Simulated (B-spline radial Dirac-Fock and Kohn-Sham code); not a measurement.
**X-ray form factors of mercury in several charge states**

Model: configuration-average Dirac-Fock orbitals. Program: a radial B-spline solver.

Configurations: Hg³⁶⁺ [Kr] 4d8; Hg³⁸⁺ [Kr] 4d6; Hg⁴⁰⁺ [Kr] 4d4. The first column is f₀ of Hg³⁶⁺, the others are differences from it.

| s (Å⁻¹) | Hg³⁶⁺ | Δ Hg³⁸⁺ | Δ Hg⁴⁰⁺ |
| --- | --- | --- | --- |
| 0 | 44.000 | -2.000 | -4.000 |
| 0.1 | 43.753 | -1.970 | -3.942 |
| 0.2 | 43.026 | -1.883 | -3.772 |
| 0.3 | 41.857 | -1.746 | -3.504 |
| 0.4 | 40.308 | -1.567 | -3.155 |
| 0.5 | 38.456 | -1.360 | -2.749 |
| 0.7 | 34.194 | -0.915 | -1.871 |
| 0.9 | 29.756 | -0.508 | -1.059 |
| 1.1 | 25.684 | -0.202 | -0.441 |
| 1.4 | 20.857 | +0.033 | +0.048 |

Values without a named source are computed, but for edge energies of neutral atoms, which are taken from tables.
